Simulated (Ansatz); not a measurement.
FK, singlet, at a GFN2-xTB geometry (such geometries of metal compounds can be far from the true shape); PBE0/STO-3G in Ansatz (an electronic-structure program).

The Ansatz input:
Ansatz 0.2 input:
```yaml
crystal:
  periodic: [false, false, false]
  atoms:
    - {symbol: K, position_ang: [-0.00000000, -0.00000000, -0.64992819]}
    - {symbol: F, position_ang: [0.00000000, 0.00000000, 1.37207062]}
basis:
  gaussian:
    orbitals: STO-3G
hamiltonian:
  xc: pbe0
```

**Question.** Predict the main parts of the log of this Ansatz run.

**Answer.** 
```
Functional definition: PBE0
231 factors; integrals over basis functions are off by at most 1.4e-4 eV
mean field evaluation 1: about -18823.2158 eV, gradient 1.7e1 eV
mean field evaluation 2: about -18634.6118 eV, gradient 2.4e2 eV
mean field evaluation 4: about -18805.9699 eV, gradient 8.1e1 eV
mean field evaluation 8: about -18826.4198 eV, gradient 4.5e-2 eV
mean field -18826.43359266 eV, -691.8586735153 hartree, gradient 2.1e-5 eV, S^2 0.000000; 0 other end points of the search recorded, 0 dependent functions left out
reference -18826.43361056 eV, -691.8586741731 hartree; 14, 14 occupied and 4, 4 virtual orbitals, 231 factors
Total energy: -18826.43361056 eV, -691.8586741731 hartree
```
